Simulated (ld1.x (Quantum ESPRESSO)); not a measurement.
**Before and after: TM potential for In (Z = 49)**

* Element: indium
* Generator: ld1.x (Quantum ESPRESSO) 7.5
* Type: norm-conserving Troullier–Martins (Kleinman–Bylander form)
* Functional: BLYP
* Relativity: scalar-relativistic
* Frozen core: [Kr]
* Valence charge: 13
* Reference configuration: 4d10 5s2 5p1
* Partial waves: 5s (bound): rc 2.25 bohr; 5p (bound): rc 2.70 bohr; 4d (bound): rc 1.45 bohr
* Local potential: all-electron potential smoothed inside 1.80 bohr (lloc = -1)
* Core correction: Bessel-smoothed model core, default radius (core density twice the valence density)

All-electron outer shells of the reference configuration (BLYP, scalar-relativistic, ld1.x):

```csv
shell,level (eV),outermost node (bohr),outermost maximum (bohr)
4s,-119.42,0.41,0.77
4p,-77.89,0.42,0.82
4d,-18.41,0.40,0.94
5s,-8.16,1.02,2.16
5p,-2.46,1.14,2.85
```

Change: all radii but the core radius scaled by about 0.78 (s 1.76, p 2.10, d 1.12 bohr); local potential all-electron potential smoothed inside 1.40 bohr (lloc = -1).

Cutoffs: the cutoffs (Ry, on a coarse ladder) from which the occupation-weighted sum of valence levels, in a spherical-Bessel basis at the reference potential, stays within 10 and 1 mRy of its value at 400 Ry; they do not see the model core or the augmentation charge, which bear on the density cutoff. Errors are all-electron minus pseudo energies relative to the spin-unpolarised reference configuration.

Q: What does the change do?

A: The potential gets neither clearly harder nor softer (80 Ry and 140 Ry → 90 Ry and 120 Ry); the bound ghosts move from s to p, s; of the 6 tests that both files solve, the error grows in 1 and shrinks in 2 by more than 15 % and 0.3 meV (median size 2.3 → 2.6 meV).

```tsv
quantity	base	changed
cutoff, loose	80 Ry	90 Ry
cutoff, tight	140 Ry	120 Ry
loose cutoff by channel (10 mRy a level)	s 18 Ry, p 6 Ry, d 70 Ry	s 18 Ry, p 6 Ry, d 80 Ry
bound ghosts	s	s, p
tests counted (converged, no solver errors)	6 of 7	6 of 7
error for 4d10 5s2 5p0, meV [ΔE 5.36 eV]	-3.1	-2.0
error for 4d10 5s1 5p0, meV [ΔE 24.68 eV]	-21	-13
error for 4d10 5s0 5p0, meV [ΔE 53.22 eV]	-55	-47
error for 4d10 5s1 5p2, meV [ΔE 5.87 eV]	-1.6	-3.2
error for 4d10 5s2 5p0.5, meV [ΔE 1.92 eV]	-0.6	-0.7
error for 4d10 5s2 5p1.3, meV [ΔE -0.51 eV]	+0.2	+0.1
```

Base: Tests not counted: 4d9 5s2 5p2 (solver errors, printed error -16.3 eV). Changed file: Tests not counted: 4d9 5s2 5p2 (solver errors, printed error -13.4 eV). A true bound ghost makes a file unfit for plane-wave use even where its test errors are small: the radial tests pick states by their node count and pass the ghost by. Where a test does run into it, the solver fails or the error is huge.
